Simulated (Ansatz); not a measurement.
H4Sn (SMILES [SnH4]) moved off its minimum; all values from Ansatz (a quantum-chemistry and plane-wave program), cores frozen in correlated methods. Elements past Kr take the def2 small-core potentials, without spin–orbit coupling.
(charge 0, multiplicity 1)
```xyz
5

Sn     0.0660     0.0708     0.0498
H     -1.1786     1.2187    -0.4706
H      0.2356    -1.1141    -1.3034
H     -0.6750    -0.8574     1.4696
H      1.5233     0.7766     0.3298
```

**Question.** Give the forces (eV/Å), the total energy and the dipole at CCSD(T)/def2-TZVPPD.

**Answer.** 
| atom | Fx | Fy | Fz |
|---|---|---|---|
| Sn1 | -2.178 | -1.568 | -0.339 |
| H2 | 0.535 | -0.310 | 0.230 |
| H3 | -0.038 | 0.625 | 0.755 |
| H4 | 0.719 | 0.750 | -0.984 |
| H5 | 0.962 | 0.503 | 0.338 |
Energy -215.7966 hartree, dipole 0.64 D.
